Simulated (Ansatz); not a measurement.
```yaml
atoms:
  - { symbol: B, position_ang: [0.0483, -0.0074, 0.8701] }
  - { symbol: B, position_ang: [-0.0363, -0.0218, -0.8543] }
  - { symbol: H, position_ang: [1.0037, -0.0365, -0.0325] }
  - { symbol: H, position_ang: [-0.9939, 0.0237, -0.0440] }
  - { symbol: H, position_ang: [-0.0340, 1.0579, 1.5028] }
  - { symbol: H, position_ang: [-0.0394, -1.0271, 1.4480] }
  - { symbol: H, position_ang: [-0.0403, 1.0804, -1.4601] }
  - { symbol: H, position_ang: [-0.0103, -1.0986, -1.4802] }
```

Basis set: def2-TZVP (spherical functions). Correlated methods keep 2 orbitals frozen. Charge 0, multiplicity 1.

Computed with Ansatz (development build ahead of 0.2.0); each method stands on the lowest determinant of its kind that the runs found. Restricted open shells among the atoms or ions are ROHF, correlated in semicanonical orbitals with singles.

The atomization energy at this shape (free ground-state atoms in the same class of orbitals less the molecule, no zero-point energy) of singlet B2H6:

| method | atomization energy |
| --- | --- |
| RHF | 2022.9 kJ/mol |

(1) What does RHF-MP2 give?

Results:

(1) 2425.5 kJ/mol. Caution: the shape is not the minimum.
